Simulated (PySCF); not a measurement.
SMILES C[O][Sn]([CH3])([OH])[OH] (C2H8O3Sn), PBE0/def2-SVP optimised geometry.

```
14

C     -1.78    -2.06    -1.67
O     -0.64    -1.25    -1.59
Sn    -0.27    -0.12     0.00
C     -1.11     1.83     0.00
O      1.71    -0.12     0.00
O     -0.94    -1.10     1.58
H     -2.68    -1.50    -2.00
H     -1.60    -2.86    -2.42
H     -2.03    -2.55    -0.71
H     -0.33     2.55     0.25
H     -1.92     1.87     0.75
H     -1.52     2.05    -1.00
H      2.03    -0.73    -0.68
H     -0.38    -1.85     1.81
```

Density from PySCF with PBE0/def2-TZVP, def2 effective core potentials past Kr at that geometry. The core electrons that the potentials of Sn replace are not part of the density.

Minimum of the electron density along straight lines between bonded atoms, close to the bond critical point (lines longer than 1.1 times the sum of covalent radii, or with two minima, are not listed):

```tsv
bond	length / Å	ρ at the minimum / e bohr⁻³	∇²ρ there / e bohr⁻⁵	position (fraction from the first atom)
C1–O2	1.400	0.267	-0.58	0.35
O2–Sn3	1.985	0.117	0.46	0.49
Sn3–C4	2.122	0.110	0.10	0.51
Sn3–O5	1.976	0.121	0.46	0.51
Sn3–O6	1.980	0.119	0.47	0.51
C1–H7	1.108	0.274	-0.93	0.64
C1–H8	1.104	0.277	-0.96	0.65
C1–H9	1.107	0.275	-0.94	0.65
C4–H10	1.098	0.271	-0.90	0.65
C4–H11	1.098	0.271	-0.90	0.65
C4–H12	1.098	0.271	-0.90	0.65
O5–H13	0.966	0.354	-2.36	0.80
O6–H14	0.964	0.355	-2.36	0.80
```
